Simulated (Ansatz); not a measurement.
Geometry optimisation, RHF/def2-SVP in Ansatz 0.2.0.

Input:

```yaml
crystal:
  periodic: [false, false, false]
  atoms:
    - { symbol: Ga, position_ang: [-0.124514, 0.538305, -0.386621] }
    - { symbol: Cl, position_ang: [-0.626264, -0.049198, 2.966233] }
    - { symbol: H, position_ang: [1.154983, -0.380466, -0.432004] }
    - { symbol: "N", position_ang: [-1.614105, -0.086558, -1.218244] }
    - { symbol: H, position_ang: [-1.68558, -0.993001, -1.637873] }
    - { symbol: H, position_ang: [-2.505805, 0.36825, -1.211128] }
    - { symbol: Si, position_ang: [-0.176347, 2.666717, 0.635287] }
    - { symbol: H, position_ang: [-1.535659, 3.017724, 1.131259] }
    - { symbol: H, position_ang: [0.722311, 2.698894, 1.826769] }
    - { symbol: H, position_ang: [0.274135, 3.765044, -0.25991] }
    - { symbol: H, position_ang: [-0.147254, 1.178189, 2.851532] }
basis:
  gaussian: { orbitals: def2-SVP }
hamiltonian:
  xc: hf
relax:
  f_tol: 0.03
  max_steps: 50
output:
  orbitals: {}
```

Run as:

```bash
$ ansatz run input.yaml --threads 2 --pin off --max-ram 3072MiB --backend cpu --events-out ev --progress --plain --runs-dir out
```

Question: Where does it end, and by what steps?

Answer: The forces met the threshold. The force dipped under the threshold on the way, but the program's further checks kept it going. After 13 steps the energy has fallen by 0.180 eV; H11 moved furthest, 0.88 Å.

```tsv
step	energy less start (eV)	largest force component (eV/Å)	accepted
0	0.0000	1.482	yes
1	-0.1175	0.890	yes
2	-0.1335	1.096	yes
3	-0.1660	0.180	yes
4	-0.1708	0.050	yes
5	-0.1717	0.143	yes
6	-0.1739	0.116	yes
7	-0.1772	0.050	yes
8	-0.1775	0.086	yes
9	-0.1779	0.074	yes
10	-0.1787	0.014	yes
11	-0.1792	0.097	yes
12	-0.1795	0.049	yes
13	-0.1797	0.011	yes
```

```xyz
11
Properties=species:S:1:pos:R:3
Ga -0.150 0.568 -0.382
Cl -0.716 -0.253 3.001
H 1.130 -0.350 -0.387
N -1.632 -0.101 -1.201
H -1.691 -1.020 -1.592
H -2.513 0.370 -1.262
Si -0.201 2.848 0.505
H -1.584 3.292 0.820
H 0.592 2.944 1.763
H 0.381 3.829 -0.450
H 0.120 0.597 3.451
```

Whether the end is a true minimum wasn't checked by a vibrational analysis.

Run time: 30 s on 2 threads of Arm Neoverse V2, with other jobs on the host, peak memory 0.28 GiB.
